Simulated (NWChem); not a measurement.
NH₂SeI; SMILES [Se](I)N

```xyz
5

Se     0.3829     1.3433     0.0000
I     -0.0158    -1.2156     0.0000
N     -1.2309     2.1067     0.0000
H     -1.7833     2.0032     0.8468
H     -1.7833     2.0032    -0.8468
```
Atoms are numbered in this order, from 1.

The geometry was optimised at PBE0/def2-SVP. No frequency run checked for a minimum. def2 effective core potentials on I; no spin-orbit coupling.

Symmetry labels are those of Cs in the frame above (b1 and b2, or b-type labels, depend on it).

Question: List the 4 lowest vertical singlet excitations from CAM-B3LYP/def2-SVPD with def2 effective core potentials on I, TDA (NWChem).

Answer: 
```tsv
state	energy (eV)	oscillator strength	symmetry	leading excitation (squared amplitude)
S1	2.61	0.001	a"	HOMO → LUMO (0.98)
S2	3.77	0.002	a'	HOMO−1 → LUMO (0.97)
S3	4.36	0.000	a"	HOMO−3 → LUMO (0.94)
S4	4.84	0.001	a"	HOMO → LUMO+1 (0.83)
```
